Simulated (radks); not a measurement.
Values are calculated unless marked as measured or tabulated.
Q: The mean radii <r> (bohr) of the occupied orbitals of an atom or ion are listed with their occupations. Level of theory: non-relativistic Kohn-Sham, LDA (Slater exchange, VWN5 correlation), spin-polarised, spherical densities, point nucleus (a radial shooting solver on a logarithmic mesh with Libxc functionals).

| orbital | occ. | <r> |
|---|---|---|
| 1s up | 1 | 0.01994 |
| 1s down | 1 | 0.01994 |
| 2s up | 1 | 0.08412 |
| 2s down | 1 | 0.08412 |
| 2p up | 3 | 0.07111 |
| 2p down | 3 | 0.07111 |
| 3s up | 1 | 0.2132 |
| 3s down | 1 | 0.2132 |
| 3p up | 3 | 0.2033 |
| 3p down | 3 | 0.2033 |
| 3d up | 5 | 0.1779 |
| 3d down | 5 | 0.1779 |
| 4s up | 1 | 0.4732 |
| 4s down | 1 | 0.4731 |
| 4p up | 3 | 0.4789 |
| 4p down | 3 | 0.4788 |
| 4d up | 5 | 0.4917 |
| 4d down | 5 | 0.4915 |
| 5s up | 1 | 1.107 |
| 5s down | 1 | 1.103 |
| 4f up | 7 | 0.5424 |
| 4f down | 7 | 0.5403 |
| 5p up | 3 | 1.216 |
| 5p down | 3 | 1.212 |
| 5d up | 5 | 1.732 |
| 5d down | 1 | 1.789 |
| 6s up | 1 | 3.245 |
| 6s down | 1 | 3.444 |

Name the element and its charge. Open shells, if any, are filled with parallel spins first.

A: Z = 76, osmium, charge 0: Os in [Xe] 4f14 5d6 6s2. The 1s radius gives Z: for a bare nucleus <r> = 1.5/Z, 0.01974 bohr for Z = 76, and screening makes it slightly larger (0.01994 here). The occupations add up to 76, and the charge is Z minus that.
